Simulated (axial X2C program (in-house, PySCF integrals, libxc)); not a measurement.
Results of a calculation; reference values are marked as such.
## NaZr: input and output

Program: an in-house relativistic program for diatomic molecules.

Input:
```json
{"zs": [40, 11], "q": 0, "bas": ["dyall-cv3z", "dyall-cv3z"], "levels": ["PBE0", "HF", "PBE50"], "cc": true, "r0": 3.09, "thr": -1.0, "nmax": 90, "npts": 10, "nst": 2, "ntry": 6}
```
```bash
python so2c.py task.json out
```

Keys: zs atomic numbers; q charge; bas basis sets; levels methods; cc coupled cluster on or off; r0 starting distance in Å; thr threshold in hartree for freezing inner shells (an s shell follows its p shell); nmax most natural virtual spinors; npts points on the curve; nst determinants followed; ntry starts of the search. HF also brings MP2.

Output of the HF step, scalar-relativistic, at R = 3.151 Å for the state M_S = 3/2, Λ = 2. It starts from PBE0 orbitals of this distance.

```
spin-free X2C-1e  HF
basis functions 233  fitting functions 1059  grid points 5087
iter        total energy     max residual
   1      -3758.264323490     4.00e-01
   2      -3758.286296413     6.93e-03
   3      -3758.288899572     3.01e-02
   4      -3758.290310745     1.90e-02
   5      -3758.290768115     3.28e-03
   6      -3758.290975034     5.70e-03
   7      -3758.291010135     2.93e-03
   8      -3758.291017946     1.83e-04
   9      -3758.291019643     5.03e-04
  10      -3758.291020696     3.98e-04
  11      -3758.291021107     8.62e-05
  12      -3758.291021200     3.60e-05
  13      -3758.291021215     2.85e-05
  14      -3758.291021220     6.06e-06
  15      -3758.291021222     9.36e-06
  16      -3758.291021223     7.38e-06
  17      -3758.291021223     1.65e-06
converged
one-electron -5345.20611748  Coulomb 1640.24752932  exact exchange -127.22579162  xc functional 0.00000000  nuclear repulsion 73.89335855
correlated 5  virtual 331  natural virtual 75  E(MP2) -0.044537236  MP2 remainder -0.001063456
iter   CCSD correlation   residual
   1     -0.051968852   1.33e-01
   2     -0.058580359   8.62e-02
   3     -0.061496389   4.70e-02
   4     -0.062582540   2.18e-02
   5     -0.063023667   1.10e-02
   6     -0.063162304   4.96e-03
   7     -0.063161728   1.94e-03
   8     -0.063173168   1.12e-03
   9     -0.063176044   6.32e-04
  10     -0.063179693   3.28e-04
  11     -0.063180989   1.53e-04
  12     -0.063181651   7.31e-05
  13     -0.063181503   3.72e-05
  14     -0.063180844   1.73e-05
  15     -0.063180593   8.13e-06
  16     -0.063180621   4.11e-06
  17     -0.063180729   2.57e-06
  18     -0.063180748   1.32e-06
(T) -0.003845659  T1 0.1418  D1 0.2974  max T2 0.101
```
Energies are in hartree; totals compare only within one Hamiltonian and basis. T1 is large, a sign of multireference character or of a spin-contaminated reference. T1 in the output is the amplitude norm over the root of the electron number; divide by √2 for the Lee–Taylor value. The determinant is spin-polarised beyond a pure state at some levels (its spin-free form has ⟨S²⟩ too high), which makes Re and μ there less reliable.
